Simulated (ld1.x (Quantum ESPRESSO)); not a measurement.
**La, RRKJ: configuration errors across variants**

La (Z = 57), norm-conserving RRKJ (Kleinman–Bylander form), made with ld1.x (Quantum ESPRESSO) 7.5 (LDA (PZ), fully relativistic). Core [Kr] 4d10, reference 4f0 5s2 5p6 5d2 6s1 6p0. Waves: 5s (bound): rc 2.55 bohr; 5p (bound): rc 2.05 bohr; 4f (bound, empty): rc 1.40 bohr; 5d (bound): rc 2.95 bohr. Local part: the d channel. Core correction: none.

Open shells are filled in proportion to 2j + 1 (rel_dist='average').

Occupied shells without a wave of their own: 6s. They enter only through the test configuration that unscreens the potential.

All-electron excitation energies from the reference (eV): (1) 4f0 5s2 5p6 5d1 6s2 6p0 -0.829; (2) 4f0 5s2 5p6 5d1 6s1 6p0 5.333; (3) 4f0 5s2 5p6 5d1 6s0 6p0 16.483; (4) 4f0 5s2 5p6 5d1 6s0 6p2 4.200; (5) 4f0 5s2 5p6 5d0 6s2 6p1 1.537.

For the base: The 6s level has no wave, so the channel is fitted at the deeper level alone: the likely source of the large errors.

Tests that are not counted but printed errors over 1 eV. “base”: 4f1 5s2 5p6 5d0 6s1 6p0 (solver errors, printed error -676 eV); 4f1 5s2 5p6 5d1 6s0 6p0 (solver errors, printed error -686 eV).

3 further variants failed, have other tests or another functional or relativity, and are left out.

The file “base” misses its own reference levels by 0.4 eV. The file “all radii scaled by about 1.08 (s 2.76, p 2.22, d 3.20, f 1.52 bohr)” misses its own reference levels by 0.4 eV. The file “wave 5p (bound): rc 2.05 bohr becomes 5p (bound): rc 2.18 bohr” misses its own reference levels by 0.4 eV.

Errors AE − PS in meV (a dash: test not solved or not reliable):

```tsv
change	(1)	(2)	(3)	(4)	(5)	bound ghosts
base	-526	+4.0	+910	+1063	-303	none
all radii scaled by about 1.08 (s 2.76, p 2.22, d 3.20, f 1.52 bohr)	-519	+5.2	+897	+873	-468	none
wave 5p (bound): rc 2.05 bohr becomes 5p (bound): rc 2.18 bohr	-526	+4.1	+911	+982	-394	none
```

(1) Give the same row for: wave 5s (bound): rc 2.55 bohr becomes 5s (bound): rc 3.30 bohr.

## Answers

(1) +41, +17, -106, +476, +423; bound ghosts: none. Not counted: 4f1 5s2 5p6 5d0 6s1 6p0 (solver errors, printed error -686 eV); 4f1 5s2 5p6 5d1 6s0 6p0 (solver errors, printed error -696 eV).
